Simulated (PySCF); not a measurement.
Isomers of C7H15P, from PBE0-D3(BJ)/def2-SVP geometry optimisation, gas phase (PySCF). One conformer each, no zero-point energy, no frequencies.

Question: Which isomer lies lower at this level?
A. `[CH3:1][P:2]1[CH2:3][CH2:4][CH2:5][CH2:6][CH2:7][CH2:8]1` with C1–P2–C3–C4 -175°, P2–C3–C4–C5 60°, C3–C4–C5–C6 -70°, C4–C5–C6–C7 93°: A = 2490, B = 1414, C = 1021 MHz, dipole 1.16 D
B. `[CH3:1][CH2:2][P:3]1[CH2:4][CH2:5][CH2:6][CH2:7][CH2:8]1` with C1–C2–P3–C4 173°, C2–P3–C4–C5 -160°, P3–C4–C5–C6 63°, C4–C5–C6–C7 -59°, C5–C6–C7–C8 59°: A = 3260, B = 1102, C = 912.6 MHz, dipole 1.24 D

Answer: B. That is `CCP1CCCCC1`, 2.8 kcal/mol below the other.

```
    SMILES                                             mapped SMILES      E (Eh)  relative (kcal/mol)  relative (kJ/mol)  dipole (D)
CCP1CCCCC1  [CH3:1][CH2:2][P:3]1[CH2:4][CH2:5][CH2:6][CH2:7][CH2:8]1  -616.39570                  0.0                0.0        1.24
CP1CCCCCC1  [CH3:1][P:2]1[CH2:3][CH2:4][CH2:5][CH2:6][CH2:7][CH2:8]1  -616.39126                  2.8               11.7        1.16
```
